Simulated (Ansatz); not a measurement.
Two isomers of C8H16: A = `CC[C@@H]1CCC[C@H]1C`, B = `C=CCCCCCC`.

Isolated molecules relaxed with PBE0-D4/def2-TZVP in Ansatz; ΔE leaves out vibrations. CCSD(T)/CBS adds triple-zeta CCSD(T) − MP2 to the extrapolated MP2 energy (def2 sets, frozen cores). DFT in def2-TZVPP. B3LYP here is the variant with VWN-RPA as its local correlation; programs differ in this. One conformer a species, not always the lowest.

Task: Which isomer does CCSD(T)/CBS put lower? Give the gap. (Estimate.)

Result: Computed: A, by 19.1 kcal/mol.

Task: Give E(B) − E(A) in kcal/mol with LDA (SPW92), CCSD(T)/def2-TZVPP, HF/def2-TZVPP, B3LYP-D4, ωB97M-V, r2SCAN-D4, B2PLYP. (Estimate.)

Result: Computed: LDA (SPW92) 25.7, CCSD(T)/def2-TZVPP 19.4, HF/def2-TZVPP 13.2, B3LYP-D4 16.0, ωB97M-V 20.0, r2SCAN-D4 19.5, B2PLYP 16.3. None reverses the order clearly.

Largest T1 diagnostic: 0.009.

At CCSD(T), def2-SVP lies +1.4 kcal/mol from the extrapolated value and def2-TZVPP +0.3 kcal/mol. From BLYP to BHLYP (50 % exact exchange), in def2-TZVPP and without D4, E(B) − E(A) moves by +6.1 kcal/mol.
